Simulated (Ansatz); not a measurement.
C₃H₆AlCl₂N (`CC#[N+][Al-]([CH3])([Cl])[Cl]`). The species carries charge 0 and has multiplicity 1. The structure was optimised at the PBE0-D4/def2-TZVP level.

```xyz
13

C     1.960    1.123    1.947
C     0.951    0.475    1.150
N     0.148   -0.044    0.526
Al   -1.296   -1.021   -0.463
C    -1.214   -0.333   -2.277
Cl   -0.624   -3.015   -0.124
Cl   -2.956   -0.449    0.745
H     2.503    1.847    1.337
H     1.486    1.637    2.785
H     2.657    0.374    2.329
H    -1.976   -0.807   -2.903
H    -0.244   -0.531   -2.742
H    -1.395    0.746   -2.309
```

Question: What is the dipole moment at ωB97M-V/def2-TZVPP? (Best estimate.)

Answer: Computed: 9.42 D, with components (7.08, 5.40, 3.07) D in this frame, pointing from negative to positive charge.

Question: And with PBE, r2SCAN, B3LYP? (An estimate is asked.)

Answer: Ansatz gave: PBE 9.10 D, r2SCAN 9.36 D, B3LYP 9.32 D.

Question: Give the Mulliken charges with ωB97M-V, r2SCAN, PBE in def2-TZVPP. (Best estimate.)

Answer: The calculation gave: 
| atom | ωB97M-V | r2SCAN | PBE |
| --- | --- | --- | --- |
| C1 | -0.17 | 0.00 | -0.10 |
| C2 | 0.08 | 0.02 | -0.10 |
| N3 | 0.02 | 0.03 | 0.16 |
| Al4 | 0.44 | 0.50 | 0.39 |
| C5 | -0.54 | -0.39 | -0.44 |
| Cl6 | -0.30 | -0.33 | -0.30 |
| Cl7 | -0.30 | -0.33 | -0.30 |
| H8 | 0.15 | 0.10 | 0.14 |
| H9 | 0.15 | 0.11 | 0.14 |
| H10 | 0.15 | 0.11 | 0.14 |
| H11 | 0.11 | 0.07 | 0.10 |
| H12 | 0.10 | 0.06 | 0.09 |
| H13 | 0.10 | 0.06 | 0.09 |

B3LYP here is the variant with VWN-RPA as its local correlation; programs differ in this.
